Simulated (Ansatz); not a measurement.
## Ansatz (development build ahead of 0.2.0) run

```yaml
crystal:
  periodic: [false, false, false]
  atoms:
    - { symbol: Zn, position_ang: [0.0, 0.0, 0.0] }
    - { symbol: O, position_ang: [0.0, 0.0, 3.4] }
basis:
  gaussian: { orbitals: def2-SVP }
magnetization:
  spin_polarized: true
hamiltonian:
  xc: pbe0
output:
  forces: true
```

The input is written out in the form of the current development build from the run's settings.

Output:

* Converged: yes
* Total energy: -1853.78268 hartree
* Spin squared of the determinant: 1.006
* Stability test: minimum

Forces (eV/Å):
| atom | Fx | Fy | Fz |
| --- | --- | --- | --- |
| Zn1 | 0.000 | 0.000 | 0.310 |
| O2 | 0.000 | 0.000 | -0.310 |

Caution: charge can spread falsely over distant fragments; another spin multiplicity may lie lower; the unrestricted determinant is a mixture of spin states.
